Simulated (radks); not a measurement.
Ru I, 44 electrons, occupied as [Kr] 4d(up 4.25, down 2.75) 5s(up 0.5, down 0.5) (fractional occupations, a model configuration).

All-electron calculation, non-relativistic Kohn-Sham, SCAN, spin-polarised, spherical densities, point nucleus; meta-GGA in the generalised Kohn-Sham scheme; relativity is left out, which matters for an element this heavy. Program: a radial shooting solver on a logarithmic mesh with Libxc functionals.

Energy parts (hartree):
total: -4443.95368
kinetic: 4441.96877
electron-nucleus: -10579.95101
Hartree: 1825.59820
exchange-correlation: -131.56964

Orbitals (lengths in bohr, moments of r in powers of bohr; <r^-3> diverges for s and p1/2; r(90%) holds 90 % of the orbital's charge):
orbital  occ.  eigenvalue (hartree)  <r^-3>      <r^4>      <r>  r(90%)
1s up       1             -785.5366       -  6.536e-06  0.03464  0.0616
1s down     1             -785.5365       -  6.536e-06  0.03464  0.0616
2s up       1             -111.3812       -   0.001221   0.1508   0.232
2s down     1             -111.3725       -   0.001220   0.1508   0.232
2p up       3             -102.9218    2681  0.0008157   0.1292   0.210
2p down     3             -102.9150    2681  0.0008156   0.1292   0.210
3s up       1             -19.74136       -    0.05885   0.4136   0.609
3s down     1             -19.73808       -    0.05882   0.4137   0.609
3p up       3             -16.39714   455.3    0.06024   0.4077   0.614
3p down     3             -16.39261   455.2    0.06019   0.4077   0.614
3d up       5             -10.29514   68.71    0.05902   0.3836   0.609
3d down     5             -10.28669   68.69    0.05891   0.3836   0.609
4s up       1              -2.73758       -      2.375    1.052    1.53
4s down     1              -2.69102       -      2.364    1.050    1.53
4p up       3              -1.74129   67.60      3.591    1.144    1.69
4p down     3              -1.69289   68.05      3.586    1.142    1.69
4d up    4.25              -0.22738   5.410      26.47    1.654    2.70
4d down  2.75              -0.18231   5.286      32.64    1.699    2.81
5s up     0.5              -0.14993       -      318.7    3.446    5.22
5s down   0.5              -0.13614       -      388.3    3.613    5.48

The highest occupied level is 5s down at -3.705 eV. Summed over all electrons, <r^2> = 53.90 bohr^2, which gives a Langevin (diamagnetic) susceptibility term of -42.7 x 10^-6 cm^3/mol. The spin density at the nucleus is -0.1674 e/bohr^3 (1s -0.0155, 2s -0.2054, 3s 0.1837, 4s -0.5763, 5s 0.4460).
